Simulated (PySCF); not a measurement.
C9H16.
Numbering: `[CH2:1]1[CH2:2][CH2:3][C@@H:4]2[CH2:5][CH2:6][CH2:7][C@H:8]2[CH2:9]1`

NICS = −σ at a ghost point: NICS(0) at the centroid of the ring atoms, NICS(1) 1 Å to either side along the normal of their mean plane, zz for the tensor component along that normal. Level: GIAO PBE0/pcSseg-1 (PySCF, non-relativistic, gas phase) on the PBE0-D3(BJ)/def2-SVP geometry, one conformer.

Rings: 1. C1–C2–C3–C4–C8–C9; 2. C4–C5–C6–C7–C8.

```csv
set,NICS(0),"NICS(1), two faces","NICS(1)zz, two faces"
P,-2.7,-2.7 / -2.7,2.4 / 2.4
Q,-5.7,-4.4 / -4.4,-3.1 / -3.1
```

Q: Which set (ppm) belongs to which ring?

A: P = 1, Q = 2.
- 1 (6-membered carbocycle; formal bonds all single): mean NICS(1)zz 2.4 ppm, near zero. C1, C2, C3, C4, C8, C9 have four or more neighbours, and the NICS criterion for π rings isn't applied.
- 2 (5-membered carbocycle; formal bonds all single): mean NICS(1)zz -3.1 ppm, shielded. C4, C5, C6, C7, C8 have four or more neighbours; no verdict on aromaticity is drawn.

Q: How do the rings differ in shape?

A: 
```json
{"ring": "1", "bond lengths (Å)": "1.529, 1.529, 1.518, 1.529, 1.518, 1.529", "rms pucker (Å)": "0.23", "HOMA": "–", "nearest outside atom to a NICS(1) probe (Å)": "hydrogen 1.44"}
{"ring": "2", "bond lengths (Å)": "1.525, 1.547, 1.547, 1.525, 1.529", "rms pucker (Å)": "0.19", "HOMA": "–", "nearest outside atom to a NICS(1) probe (Å)": "hydrogen 1.28"}
```

The run took 49 s wall on an Arm Neoverse V1 with one thread (shared host). This is the whole shielding run at PBE0/pcSseg-1, SCF included.
